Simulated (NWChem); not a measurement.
# GeH3O2Cl; SMILES [OH][GeH]([Cl])[OH]

```xyz
7

Ge    -0.0105     0.3522     0.2991
O     -1.3657     1.2184    -0.4561
O      1.5213     0.9252    -0.4204
Cl    -0.0912    -1.7899    -0.1296
H     -0.1326     0.6072     1.8094
H     -1.2675     1.2394    -1.4274
H      2.0405     0.1607    -0.7363
```
Atoms are numbered in this order, from 1.

Results from NWChem. All runs use the structure optimised with PBE-D3(BJ)/def2-SVP.

Problem. Order these by “orbital gap (eV)”, lowest first: PBE/def2-SVP; PBE/aug-pcseg-1; PBE/STO-3G.

Solution. PBE/STO-3G (4.87), PBE/aug-pcseg-1 (5.92), PBE/def2-SVP (6.11)
